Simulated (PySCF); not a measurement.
ammonium (H4N), SMILES [NH4+], charge +1.

Coordinates come from a B3LYP-D3(BJ)/def2-TZVPD optimisation.

Level of theory: PySCF with PBE/def2-TZVPD.

The molecule is in vacuum.

Q: Estimate the frontier levels, gap, dipole moment and polarisability. (The exact figures need the calculation; the answer reports its results.)

A: 
```
Quantity                                                       Result
------------------------------------------------  -------------------
highest occupied level                                      -21.01 eV
lowest empty level                                           -6.87 eV
orbital gap                                                  14.14 eV
dipole moment about the centre of nuclear charge               0.00 D
mean static polarisability                        9.2 bohr³ (1.37 Å³)
polarisability, principal values                  9.2, 9.2, 9.2 bohr³
```
